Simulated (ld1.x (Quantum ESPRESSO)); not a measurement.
# Reading a pseudo-wave (nitrogen)

Columns: radius, all-electron u(r) and pseudo u(r) of the 2s shell (level -18.91 eV) of nitrogen in the configuration [He] 2s1 2p4; PBEsol, scalar-relativistic, TM semilocal scheme, ld1.x (Quantum ESPRESSO) 7.5.

```json
{"r (bohr)": "0.103", "all-electron": "0.3845", "pseudo": "-0.0807"}
{"r (bohr)": "0.205", "all-electron": "0.2833", "pseudo": "-0.1668"}
{"r (bohr)": "0.308", "all-electron": "0.0296", "pseudo": "-0.2664"}
{"r (bohr)": "0.410", "all-electron": "-0.2362", "pseudo": "-0.3816"}
{"r (bohr)": "0.513", "all-electron": "-0.4668", "pseudo": "-0.5132"}
{"r (bohr)": "0.615", "all-electron": "-0.6428", "pseudo": "-0.6465"}
{"r (bohr)": "0.718", "all-electron": "-0.7675", "pseudo": "-0.7633"}
{"r (bohr)": "0.820", "all-electron": "-0.8446", "pseudo": "-0.8432"}
{"r (bohr)": "0.923", "all-electron": "-0.8842", "pseudo": "-0.8841"}
{"r (bohr)": "1.025", "all-electron": "-0.8940", "pseudo": "-0.8940"}
{"r (bohr)": "1.128", "all-electron": "-0.8818", "pseudo": "-0.8818"}
{"r (bohr)": "1.230", "all-electron": "-0.8542", "pseudo": "-0.8542"}
{"r (bohr)": "1.332", "all-electron": "-0.8159", "pseudo": "-0.8159"}
{"r (bohr)": "1.435", "all-electron": "-0.7704", "pseudo": "-0.7704"}
{"r (bohr)": "1.538", "all-electron": "-0.7210", "pseudo": "-0.7210"}
{"r (bohr)": "1.640", "all-electron": "-0.6704", "pseudo": "-0.6704"}
{"r (bohr)": "1.743", "all-electron": "-0.6193", "pseudo": "-0.6193"}
{"r (bohr)": "1.845", "all-electron": "-0.5698", "pseudo": "-0.5698"}
{"r (bohr)": "1.948", "all-electron": "-0.5217", "pseudo": "-0.5217"}
{"r (bohr)": "2.050", "all-electron": "-0.4763", "pseudo": "-0.4763"}
{"r (bohr)": "2.153", "all-electron": "-0.4333", "pseudo": "-0.4333"}
{"r (bohr)": "2.255", "all-electron": "-0.3934", "pseudo": "-0.3934"}
{"r (bohr)": "2.358", "all-electron": "-0.3561", "pseudo": "-0.3561"}
{"r (bohr)": "2.460", "all-electron": "-0.3220", "pseudo": "-0.3220"}
{"r (bohr)": "2.562", "all-electron": "-0.2907", "pseudo": "-0.2907"}
{"r (bohr)": "2.665", "all-electron": "-0.2617", "pseudo": "-0.2617"}
```

Q: How many radial nodes do the two functions have?

A: The all-electron 2s function has n − l − 1 = 1; the pseudo-wave has 0, since the states of the same l below it are removed with the core.

Q: At about which radius was the pseudo-wave matched?

A: 1.00 bohr, where the columns begin to agree (steps of 0.10 bohr).

Q: Is the pseudo-wave norm-conserving?

A: Yes: the TM semilocal scheme keeps the norm inside the radius equal to the all-electron one, which fixes the energy derivative of the logarithmic derivative at the level.
